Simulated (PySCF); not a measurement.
**Nuclear quadrupole coupling in 2-hexanone**

2-hexanone, C6H12O.
Z-matrix (Å and degrees, PBE0-D3(BJ)/def2-TZVP geometry), rows numbered from 1:
```
C 
C   1  1.5186
C   2  1.5195  1  112.75
C   3  1.5140  2  112.80  1  -179.66
C   4  1.5104  3  114.42  2  -179.99
C   5  1.5065  4  116.16  3  -175.70
O   5  1.2062  4  122.13  3     4.19
H   1  1.0934  2  111.02  3    59.32
H   1  1.0922  2  111.62  3   179.58
H   1  1.0934  2  111.04  3   -60.14
H   2  1.0965  1  109.58  3   122.06
H   2  1.0965  1  109.59  3  -122.10
H   3  1.0946  2  109.91  1   -57.52
H   3  1.0942  2  110.00  1    58.23
H   4  1.0985  3  110.83  2   -58.62
H   4  1.0977  3  111.17  2    57.36
H   6  1.0883  5  110.08  4  -174.40
H   6  1.0940  5  109.67  4    65.15
H   6  1.0931  5  110.71  4   -52.50
```

Field gradients from the PBE0/pcSseg-2 density (PySCF, non-relativistic), principal values in atomic units, ordered |Vxx| ≤ |Vyy| ≤ |Vzz|:

```
atom     Vxx     Vyy      Vzz
  O7  0.4889  1.4947  -1.9836
```

Problem. Find the asymmetry η = (Vxx − Vyy)/Vzz and the couplings χ = eQV/h (234.96 MHz × Q in barn × V in au), with Q(17O) = −0.0256 b.

Solution. 
```tsv
atom	environment	nucleus	η	χzz (MHz)	χxx (MHz)	χyy (MHz)
O7	ketone oxygen	17O	0.51	11.93	-2.94	-8.99
```

Problem. What is Vzz at O7 in SI units (1 au = 9.71736 × 10²¹ V/m²)?

Solution. -1.9836 au = -19.275 × 10²¹ V/m².

Problem. What couplings would deuterons (Q(2H) = 0.00286 b) have in place of the hydrogens, at this geometry?

Solution. 
| atom | bonded to | bond length (Å) | Vzz (au) | η | χzz (kHz) |
| --- | --- | --- | --- | --- | --- |
| H8 | C1 | 1.093 | 0.2842 | 0.02 | 191 |
| H9 | C1 | 1.092 | 0.2868 | 0.02 | 193 |
| H10 | C1 | 1.093 | 0.2842 | 0.02 | 191 |
| H11 | C2 | 1.096 | 0.2774 | 0.02 | 186 |
| H12 | C2 | 1.096 | 0.2774 | 0.02 | 186 |
| H13 | C3 | 1.095 | 0.2782 | 0.03 | 187 |
| H14 | C3 | 1.094 | 0.2784 | 0.03 | 187 |
| H15 | C4 | 1.098 | 0.2751 | 0.04 | 185 |
| H16 | C4 | 1.098 | 0.2758 | 0.04 | 185 |
| H17 | C6 | 1.088 | 0.2874 | 0.01 | 193 |
| H18 | C6 | 1.094 | 0.2842 | 0.03 | 191 |
| H19 | C6 | 1.093 | 0.2848 | 0.03 | 191 |

Geometry: PBE0-D3(BJ)/def2-TZVP, one conformer, isolated molecule.

These values come from a run that also computed NMR shieldings. On 2 threads, Intel Xeon 6975P-C (x86_64), shared host with 192 logical CPUs at a one-minute load of 107, this took 48 s wall, 1.9 min CPU (with the writing of density and orbital grids) and 2.7 GiB of memory at its peak.
